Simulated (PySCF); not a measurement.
Simulated C 1s region for `C=CB1C=CBC=C1`, binding energy against the vacuum level.

Every computed line was given a Gaussian of 0.6 eV full width at half maximum and an area set by the number of equivalent atoms; the highest printed point is 100. Theory: PySCF 2.14.0, delta-SCF UKS SCAN, pcX-2 on the ionised atom, pcseg-1 elsewhere, spin-free X2C.

```tsv
binding energy (eV)	intensity
288.8	0
288.9	1
289.0	2
289.1	5
289.2	12
289.3	24
289.4	43
289.5	65
289.6	86
289.7	99
289.8	100
289.9	90
290.0	74
290.1	58
290.2	44
290.3	35
290.4	31
290.5	29
290.6	27
290.7	23
290.8	18
290.9	12
291.0	7
291.1	3
291.2	2
291.3	1
291.4	0
291.5	0
```

Question: Count the maxima, the lines and the sites behind this envelope.

Answer: The curve has 1 maximum (at 289.8 eV). Under it lie 4 lines from 4 inequivalent carbon sites. At this width some lines have no maximum of their own.

Question: Decompose the envelope and assign each component. Numbering: `[CH2:1]=[CH:2][B:3]1[CH:4]=[CH:5][BH:6][CH:7]=[CH:8]1`.

Answer: 
```json
{"position (eV)": "289.69", "relative area": "2", "line": "C 1s", "atoms": "C5/C7", "environment": "unsaturated ring CH carbon"}
{"position (eV)": "289.76", "relative area": "2", "line": "C 1s", "atoms": "C4/C8", "environment": "unsaturated ring CH carbon"}
{"position (eV)": "290.09", "relative area": "1", "line": "C 1s", "atoms": "C2", "environment": "alkene CH carbon"}
{"position (eV)": "290.60", "relative area": "1", "line": "C 1s", "atoms": "C1", "environment": "terminal =CH2 carbon"}
```

Question: What are the centre and the root-mean-square width of the whole band?

Answer: The area-weighted mean of the lines is 289.93 eV. Their own spread about it is 0.33 eV (rms) and each Gaussian has σ = 0.6/2.355 = 0.25 eV; the variances add, which gives 0.42 eV.

Lowest listed C 1s: C5/C7, bonded to C (double bond), H and B. Highest, 0.91 eV above it: C1, bonded to C (double bond) and 2 H.

The curve has no shake-up lines and no vibrational structure. One atom of each set of topologically equivalent atoms was ionised and stands for the set; in this conformer not all members are related by symmetry, and their own values weren't computed. Geometry: PBE0-D3(BJ)/def2-SVP, one conformer, isolated molecule.

The values belong to the conformer `[CH2:1]=[CH:2][B:3]1[CH:4]=[CH:5][BH:6][CH:7]=[CH:8]1`: C1–C2–B3–C4 176°.
